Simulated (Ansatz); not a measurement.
Input and output for GaCl2H (GaHCl2).

```yaml
crystal:
  periodic: [false, false, false]
  atoms:
    - {symbol: Ga, position_ang: [-0.096079, -0.161063, 0.000235]}
    - {symbol: Cl, position_ang: [2.047510, -0.097734, 0.013417]}
    - {symbol: Cl, position_ang: [-1.058813, 1.755195, -0.015808]}
    - {symbol: H, position_ang: [-0.892628, -1.496399, 0.002166]}
basis:
  gaussian: {orbitals: def2-SVP}
hamiltonian: {xc: {name: RPBE}, dispersion: d3bjatm}
accuracy: high
scf: {omitted_lower_state_checks: [starts]}
output: {forces: true}
```

```sh
$ ansatz run in.yaml --threads 4 --pin off --events-out ev --progress --plain --max-ram 3916MiB
```

Output, abridged:

```
Functional definition: RPBE
1345 factors; integrals over basis functions are off by at most 4.4e-9 eV
mean field evaluation 1: about -77421.4300 eV, gradient 3.2e1 eV
mean field evaluation 2: about -77418.8372 eV, gradient 5.2e1 eV
mean field evaluation 4: about -77423.0645 eV, gradient 1.4e0 eV
mean field evaluation 8: about -77423.0703 eV, gradient 8.8e-3 eV
mean field evaluation 16: about -77423.0703 eV, gradient 1.3e-6 eV
mean field -77423.07026868 eV, -2845.2453531322 hartree, gradient 8.9e-8 eV, S^2 0.000000; 0 other end points of the search recorded, 0 dependent functions left out
reference -77423.07027182 eV, -2845.2453532473 hartree; 33, 33 occupied and 40, 40 virtual orbitals, 1345 factors
Total energy: -77423.81652397 eV, -2845.2727775080 hartree
Atom 0 at    -0.096079    -0.161063     0.000235 Å, force    -0.065482    -0.109774     0.000159 eV/Å
Atom 1 at     2.047510    -0.097734     0.013417 Å, force     0.222499     0.007426     0.001364 eV/Å
Atom 2 at    -1.058813     1.755195    -0.015808 Å, force    -0.099179     0.199307    -0.001663 eV/Å
Atom 3 at    -0.892628    -1.496399     0.002166 Å, force    -0.057837    -0.096959     0.000140 eV/Å
Dipole moment:    -0.164676    -0.276064     0.000399 e Å
Checks for a lower state left out: starts
```

It took 1.6 s on 4 threads of Arm Neoverse V1 on a shared host.
